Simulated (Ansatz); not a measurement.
Cost and result for the atomization energy of AsH₇SSi₂ (`[SiH3][SiH2][AsH]S`) (11 atoms, 10 bonds).

Cartesian coordinates in Å:
```
Si 1.125 -1.347 0.486
Si -1.035 -0.664 -0.084
As -1.080 1.481 -1.100
S 0.203 2.463 0.467
H 1.772 -0.336 1.362
H 1.099 -2.656 1.194
H 1.921 -1.489 -0.762
H -1.925 -0.585 1.104
H -1.632 -1.616 -1.065
H 0.055 1.143 -2.063
H -0.501 3.606 0.460
```

The species carries charge 0 and has multiplicity 1. Correlated methods include outer-core shells of As, which these sets cover unevenly. Scalar relativity is left out up to krypton. All single points use the PBE0-D4/def2-TZVP geometry. It is one conformer, not always the lowest. Program: Ansatz. All runs use 4 threads of an Arm Neoverse N1 on a shared host. Times are those of one run each, without the atoms' runs, and a repeat can differ threefold. Electronic energies, without spin–orbit coupling; frozen cores. CCSD(T)/CBS adds CCSD(T) − MP2 in def2-TZVPP to the MP2 limit, and its time is that of the two runs behind it. T1 = 0.012. With those shells the extrapolation isn't a true limit. B3LYP takes the VWN-RPA correlation (the form of Gaussian; ORCA's B3LYP/G).

CCSD(T)/CBS is a level of theory with its own doubt, some kJ/mol a heavy atom from the limit and from the frozen cores, so smaller differences don't rank the functionals.

| level | functions | wall time |
| --- | --- | --- |
| PBE-D4/def2-TZVPP (with forces) | 272 | 5.5 s |
| PBE0-D4/def2-TZVPP | 272 | 8.5 s |
| r2SCAN-D4/def2-TZVPP (with forces) | 272 | 12 s |
| B3LYP-D4/def2-TZVPP (with forces) | 272 | 13 s |
| B2PLYP/def2-TZVPP | 272 | 13 s |
| ωB97X-V/def2-TZVPP | 272 | 20 s |
| ωB97M-V/def2-TZVPP (with forces) | 272 | 29 s |
| MP2/def2-QZVPP | 509 | 52 s |
| CCSD(T)/def2-TZVPP | 272 | 6.6 min |
| CCSD(T)/CBS(def2) | – | 7.5 min |

Question: What atomization energy does each give, and how far from CCSD(T)/CBS? (Best estimate.)

Answer: Computed: 
| level | atomization (kJ/mol) | difference from CCSD(T)/CBS | per bond |
| --- | --- | --- | --- |
| PBE-D4/def2-TZVPP (with forces) | 3025.0 | -8.6 | -0.9 |
| PBE0-D4/def2-TZVPP | 3002.7 | -30.9 | -3.1 |
| r2SCAN-D4/def2-TZVPP (with forces) | 3037.3 | 3.7 | 0.4 |
| B3LYP-D4/def2-TZVPP (with forces) | 3038.8 | 5.2 | 0.5 |
| B2PLYP/def2-TZVPP | 2970.9 | -62.7 | -6.3 |
| ωB97X-V/def2-TZVPP | 3077.3 | 43.7 | 4.4 |
| ωB97M-V/def2-TZVPP (with forces) | 3033.7 | 0.1 | 0.0 |
| MP2/def2-QZVPP | 2956.6 | -77.0 | -7.7 |
| CCSD(T)/def2-TZVPP | 2942.0 | -91.6 | -9.2 |
| CCSD(T)/CBS(def2) | 3033.6 | 0.0 | 0.0 |

In def2-TZVPP, CCSD(T) changes the Hartree–Fock value by +774.6 kJ/mol (the triples alone add +40.9 kJ/mol) and MP2 by +735.3 kJ/mol; breaking electron pairs costs correlation energy, which Hartree–Fock lacks. The D4 term adds +53.3 kJ/mol with B3LYP and +28.2 kJ/mol with PBE0; it sums over pairs of atoms, weighted by their polarisabilities, and B3LYP, whose exchange is more repulsive, gets the larger term. From PBE to PBE0 (25 % exact exchange), in def2-TZVPP and without D4, the atomization energy moves by −17.9 kJ/mol: exact exchange takes away binding that semilocal exchange gives to molecules.
